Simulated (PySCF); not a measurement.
Löwdin shares of the frontier orbitals

RuO3S (singlet state).
Z-matrix (Å and degrees, PBE0-D3(BJ)/def2-SVP geometry), rows numbered from 1:
```
Ru
O   1  1.6685
O   1  1.6680  2  110.08
O   1  1.6685  2  110.21  3  -121.51
S   1  2.0807  2  108.83  3   119.17
```

Computed with TDDFT wB97X-D/def2-SVPD, vertical, gas phase, core orbitals frozen in the response, def2 core potentials past Kr (PySCF 2.14.0, density-fitted response routines). Spin–orbit coupling is left out.

Frontier orbitals with the atoms that hold most of them (Löwdin shares over 4%, at most four atoms):

| orbital | ε (eV) | atoms |
| --- | --- | --- |
| LUMO+2 | -1.84 | Ru1 38%, S5 31%, O4 10%, O3 10% |
| LUMO+1 | -3.58 | Ru1 42%, S5 20%, O2 15%, O4 13% |
| LUMO | -3.58 | Ru1 42%, S5 20%, O3 15%, O4 12% |
| HOMO | -10.74 | S5 61%, O2 21%, O4 9%, Ru1 6% |
| HOMO-1 | -10.74 | S5 61%, O3 19%, O4 12%, Ru1 6% |
| HOMO-2 | -12.18 | O4 33%, O2 33%, O3 33% |
| HOMO-3 | -12.70 | S5 42%, O4 15%, O2 15%, O3 15% |

Within 0.005 eV of a neighbour in this list lie HOMO-1/HOMO and LUMO/LUMO+1 (point group found: C3v); within a degenerate set the shares of single atoms can hang on how the components are chosen.

Problem. How does S1 compare with the orbital gap of 7.16 eV?

Solution. S1 is at 1.88 eV (f = 0.0000), 5.28 eV below the gap, made of HOMO-1/HOMO→LUMO/LUMO+1 (98%). 

For S1 the Löwdin share of ruthenium is 6% in HOMO and 42% in LUMO.

Next come S2 at 2.22 eV (f 0.0011), HOMO-1/HOMO→LUMO/LUMO+1 (≥86%); S3 at 2.22 eV (f 0.0011), HOMO-1/HOMO→LUMO/LUMO+1 (≥86%); S4 at 3.23 eV (f 0.048), HOMO-1/HOMO→LUMO/LUMO+1 (≥75%); S5 at 3.32 eV (f 0.0018), HOMO-2→LUMO/LUMO+1 (≥74%).

Orbitals of the list HOMO-3 to LUMO+2 that lie within 0.01 eV of each other are written together with a slash and their weights summed (≥ marks a lower bound); for degenerate orbitals outside that list single weights are arbitrary.

Löwdin shares depend on the basis, the more so with diffuse functions.
